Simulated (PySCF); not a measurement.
Mapped SMILES: `[SiH3:1][O:2][SiH:3]([O:4][SiH3:5])[O:6][SiH2:7][SH:8]`. Each H is labelled by its parent atom.

Theoretical values (PySCF 2.14.0 with density-fitted response routines): NMR shieldings at HF/pcSseg-1/GIAO, PBE0-D3(BJ)/def2-SVP geometry. One averaged value for each set of equivalent atoms, isolated molecule, a single conformation, non-relativistic.

References, each an isolated molecule treated in the same way: TMS for 1H (31.69 ppm), 29Si (393.43 ppm); 17O (333.31 ppm) against H2O; CS2 for 33S (513.52 ppm).

```
        atoms  nucleus  count  δ (ppm)
           S8      33S      1     -197
        O2/O4      17O      2     32.7
       H(Si7)       1H      2     4.84
      Si1/Si5     29Si      2        ?
       H(Si3)       1H      1     3.72
           O6      17O      1        ?
          Si7     29Si      1        ?
        H(S8)       1H      1     1.62
H(Si1)/H(Si5)       1H      6     4.58
          Si3     29Si      1    -75.6
```

Q: Complete the table.

A: 
- Si7: -26.0 ppm, silicon bonded to O, S, 2 H
- Si1/Si5: -43.5 ppm, silicon bonded to O, 3 H
- O6: 68.6 ppm, oxygen bonded to 2 Si

OH and NH positions are those of a molecule without intermolecular hydrogen bonds; in solution they move with solvent, concentration and temperature, and exchange usually removes their couplings. Experimental scales use liquid or dissolved standards, which lie at an offset from isolated H2O (liquid H2O: subtract about 36 ppm).
